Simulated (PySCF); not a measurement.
CsF, SMILES [F][Cs].

The structure is a stationary point at PBE-D3(BJ)/def2-TZVPD. The def2 effective core potentials stand for the cores of Cs; spin–orbit coupling is left out.

These are PBE-D3(BJ)/def2-TZVPD run with PySCF values and carry that method's errors.

Frequencies are harmonic and unscaled.

| mode | ν (cm⁻¹) | IR (km/mol) | moving atoms (share of kinetic energy) |
|---|---|---|---|
| 1 | 346 | 123.0 | F 87 %, Cs 13 % |
